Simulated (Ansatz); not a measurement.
CH4AlBrGe, one more setting.

```yaml
crystal:
  periodic: [false, false, false]
  atoms:
    - {symbol: Br, position_ang: [-1.945746, 0.961748, 0.394914]}
    - {symbol: C, position_ang: [-0.139430, 0.550589, -0.767863]}
    - {symbol: Al, position_ang: [0.482450, 0.711378, 1.078698]}
    - {symbol: Ge, position_ang: [0.328452, -1.339361, -0.044009]}
    - {symbol: H, position_ang: [-0.356673, 0.793783, -1.862732]}
    - {symbol: H, position_ang: [1.108381, 1.929251, 2.145020]}
    - {symbol: H, position_ang: [1.314444, -1.828937, -0.982762]}
    - {symbol: H, position_ang: [-0.852875, -2.299696, -0.106763]}
basis:
  gaussian: {orbitals: cc-pVTZ}
hamiltonian: {xc: {name: HF}}
correlation: {method: rpa}
```

```sh
$ ansatz run in.yaml --threads 4 --pin off --events-out ev --progress --plain --max-ram 10444MiB
```

It prints (some lines left out):

```
Functional definition: HF
1256 factors; integrals over basis functions are off by at most 1.1e-3 eV
mean field evaluation 1: about -134148.2258 eV, gradient 2.0e1 eV
mean field evaluation 2: about -134148.3602 eV, gradient 2.0e1 eV
mean field evaluation 4: about -134150.1004 eV, gradient 4.0e0 eV
mean field evaluation 8: about -134150.1710 eV, gradient 2.4e-1 eV
mean field -134150.17164330 eV, -4929.9278776392 hartree, gradient 3.9e-6 eV, S^2 0.000000; 0 other end points of the search recorded, 0 dependent functions left out
24 core orbitals not correlated: weight in the atoms' cores, before any rotation towards them, 1.000 or more for the frozen orbitals, at most 0.000 for the correlated occupied ones
reference -134150.17164330 eV, -4929.9278776392 hartree; 21, 21 occupied and 161, 161 virtual orbitals, 1256 factors
Total energy: -134171.47929838 eV, -4930.7109195204 hartree
```

Hardware: 4 threads of an AMD EPYC 9R45 on a shared host. Wall time 1.9 s, peak host memory 0.53 GiB.
